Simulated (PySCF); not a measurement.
Cl2Sn (SMILES [Cl][Sn][Cl]), singlet, geometry from GFN2-xTB (such geometries of metal compounds can be far from the true shape) (all electrons, no relativity), with bond 2-1 at 1.5 times its length; PySCF with B3LYP/3-21G.

Input for PySCF:
```python
from pyscf import gto, scf, dft

mol = gto.M(
    atom='''
Sn    0.01027658   -0.01020405    0.62162910
Cl    1.68379028    2.14469646   -1.67559885
Cl   -1.15617762   -1.39638439   -0.91846469
''',
    basis='3-21g',
    verbose=4,
)

mf = dft.RKS(mol)
mf.xc = 'b3lyp'
mf.kernel()
mo_i, mo_e, stable_i, stable_e = mf.stability(internal=True, external=True, return_status=True, nroots=6, tol=1e-6)
print('internally stable:', stable_i, ' externally stable:', stable_e)
if not stable_e:
    umf = mf.to_uhf() if not hasattr(mf, 'xc') else mf.to_uks()
    umf.scf_summary = {}
    umf.kernel(umf.make_rdm1(mo_e, umf.mo_occ))
mf.analyze()
```

**Question.** Predict the main parts of the log of this PySCF run.

**Answer.** 
```
PySCF version 2.14.0

[INPUT] verbose = 4
[INPUT] num. atoms = 3
[INPUT] num. electrons = 84
[INPUT] charge = 0
[INPUT] spin (= nelec alpha-beta = 2S) = 0
[INPUT] symmetry False subgroup None
[INPUT] Mole.unit = angstrom
[INPUT] Symbol           X                Y                Z      unit          X                Y                Z       unit  Magmom
[...]
nuclear repulsion = 348.508051437676
number of shells = 27
number of NR pGTOs = 135
number of NR cGTOs = 57
basis = 3-21g
ecp = {}

******** <class 'pyscf.dft.rks.RKS'> ********
method = RKS
initial guess = minao
damping factor = 0
level_shift factor = 0
DIIS = <class 'pyscf.scf.diis.CDIIS'>
diis_start_cycle = 1
diis_space = 8
diis_damp = 0
SCF conv_tol = 1e-09
SCF conv_tol_grad = None
SCF max_cycles = 50
direct_scf = True
direct_scf_tol = 1e-13
XC library pyscf.dft.libxc version 7.1.2
    S. Lehtola, C. Steigemann, M. J. T. Oliveira, and M. A. L. Marques,  SoftwareX 7, 1–5 (2018)
XC functionals = b3lyp
    P. J. Stephens, F. J. Devlin, C. F. Chabalowski, and M. J. Frisch,  J. Phys. Chem. 98, 11623 (1994)
radial grids:
    Treutler-Ahlrichs [JCP 102, 346 (1995); DOI:10.1063/1.469408] (M4) radial grids

becke partition: Becke, JCP 88, 2547 (1988); DOI:10.1063/1.454033
pruning grids: <function nwchem_prune>
grids dens level: 3
symmetrized grids: False
atomic radii adjust function: <function treutler_atomic_radii_adjust>
small_rho_cutoff = 0
Set gradient conv threshold to 3.16228e-05
Initial guess from minao.
tot grids = 59720
init E= -6901.29436088927
cycle= 1 E= -6914.7497465305  delta_E= -13.5  |g|= 0.502  |ddm|= 1.57
cycle= 2 E= -6908.15043998115  delta_E=  6.6  |g|= 2.15  |ddm|= 5.53
cycle= 3 E= -6914.69810002955  delta_E= -6.55  |g|= 0.689  |ddm|= 5.48
cycle= 4 E= -6914.87847392176  delta_E= -0.18  |g|= 0.113  |ddm|= 1.05
cycle= 5 E= -6914.88175890215  delta_E= -0.00328  |g|= 0.0823  |ddm|= 0.395
cycle= 6 E= -6914.88354906099  delta_E= -0.00179  |g|= 0.0653  |ddm|= 0.0537
cycle= 7 E= -6914.8849244977  delta_E= -0.00138  |g|= 0.0416  |ddm|= 0.0435
cycle= 8 E= -6914.88590782932  delta_E= -0.000983  |g|= 0.000996  |ddm|= 0.08
cycle= 9 E= -6914.88590818071  delta_E= -3.51e-07  |g|= 0.0012  |ddm|= 0.00579
cycle= 10 E= -6914.88590901227  delta_E= -8.32e-07  |g|= 0.000131  |ddm|= 0.00228
cycle= 11 E= -6914.88590903588  delta_E= -2.36e-08  |g|= 1.85e-05  |ddm|= 0.000811
cycle= 12 E= -6914.88590903641  delta_E= -5.28e-10  |g|= 1.2e-05  |ddm|= 0.000141
Extra cycle  E= -6914.88590903565  delta_E= 7.58e-10  |g|= 4.05e-05  |ddm|= 9.41e-05
converged SCF energy = -6914.88590903565
rhf_internal: lowest eigs of H = [0.15658749 0.18735366 0.22166986 0.25408195 0.25944721 0.52387774]
<class 'pyscf.dft.rks.RKS'> wavefunction is stable in the internal stability analysis
rhf_real2complex: lowest eigs of H = [0.03674494 0.0403774  0.04486329 0.05066619 0.05644565 0.07766251]
<class 'pyscf.dft.rks.RKS'> wavefunction is stable in the real -> complex stability analysis
rhf_external: lowest eigs of H = [0.01932527 0.02989985 0.03046113 0.03486426 0.04033042 0.05312872]
<class 'pyscf.dft.rks.RKS'> wavefunction is stable in the RHF/RKS -> UHF/UKS stability analysis
internally stable: True  externally stable: True
**** SCF Summaries ****
Total Energy =                       -6914.885909035650911
Nuclear Repulsion Energy =             348.508051437676500
One-electron Energy =               -10233.734336382805850
Two-electron Energy =                 2970.340375909477643
Two-electron Coulomb Energy =         3187.986546035843276
DFT Exchange-Correlation Energy =     -217.646170126365632
**** MO energy ****
[...]
 ** Mulliken pop on meta-lowdin orthogonal AOs  **
 ** Mulliken pop  **
 ** Mulliken atomic charges  **
charge of    0Sn =      0.75002
charge of    1Cl =     -0.48949
charge of    2Cl =     -0.26054
Dipole moment(X, Y, Z, Debye): -2.61701, -3.49621,  7.02196
```
